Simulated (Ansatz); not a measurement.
The cluster Li₇H₆ (the lowest doublet isomer of a short search). The state is a doublet with charge 0. Geometry PBE-D4/def2-TZVP, basis def2-TZVP, Ansatz.

```csv
atom,x (Å),y (Å),z (Å)
Li1,2.022,0.573,-0.250
Li2,0.992,-0.588,1.633
Li3,-0.102,1.872,-0.544
Li4,-0.196,-2.103,0.137
Li5,0.458,-0.637,-1.787
Li6,-1.913,-0.314,-0.231
Li7,-0.887,0.970,1.659
H8,0.848,1.199,1.044
H9,1.023,1.062,-1.676
H10,1.377,-1.155,-0.127
H11,-0.855,-0.851,1.338
H12,-1.707,1.434,0.117
H13,-1.061,-1.461,-1.313
```

```tsv
run	HOMO (eV)	LUMO (eV)
A	-2.03	-1.30
B	-2.17	-1.18
C	-2.39	-1.32
D	-2.21	-1.69
E	-3.03	-0.54
F	-2.55	-1.12
```

B3LYP takes the VWN-RPA correlation. The structure comes from a short search, and lower isomers may exist.

HOMO and LUMO are taken over both spins.

Problem. The runs used B3LYP, B97M-V, CAM-B3LYP, PBE, PBE0, r2SCAN. Estimate which is which.

Solution. A B97M-V (0 % exact exchange); B r2SCAN (0 % exact exchange); C B3LYP (20 % exact exchange); D PBE (0 % exact exchange); E CAM-B3LYP (range-separated); F PBE0 (25 % exact exchange). Exact exchange lowers occupied and raises empty levels; among semilocal functionals meta-GGAs tend to open the gap a little, and such runs are hard to tell apart. The gap grows from 0.52 eV (PBE) to 2.49 eV (CAM-B3LYP).
